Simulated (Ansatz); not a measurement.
A structure relaxed at PBE-D4/def2-SVPD in Ansatz, charge -1, singlet:

| atom | x (Å) | y (Å) | z (Å) |
| --- | --- | --- | --- |
| Ti1 | 0.8111 | 0.9092 | 1.6339 |
| B2 | 0.9782 | 1.2490 | -0.3722 |
| B3 | -0.7173 | 0.5143 | 0.2642 |
| B4 | -0.8699 | -1.3914 | 0.0858 |
| B5 | 0.0274 | -0.9503 | 1.3236 |
| B6 | 0.0218 | 0.6660 | -1.5021 |
| B7 | 0.6874 | -0.4457 | -0.1919 |
| B8 | -0.9387 | -0.5511 | -1.2412 |

(1) Give its formula and point group.

(2) Summarise the bond lengths by kind (pairs closer than 1.2 times the sum of covalent radii, bridged metal pairs left out).

Results:

(1) the cluster TiB₇⁻. Point group Cs (tolerance 0.1 Å).

(2) 15 × B–B 1.57 to 1.95 Å; 4 × B–Ti 2.04 to 2.28 Å. The metal has 4 neighbours: B 2.04 Å, B 2.09 Å, B 2.04 Å, B 2.28 Å.

The restricted singlet is unstable towards broken spin symmetry in Hartree–Fock (as tested in another run); at PBE-D4/def2-SVPD this wasn't settled. The structure comes from a short search, and lower isomers may exist.
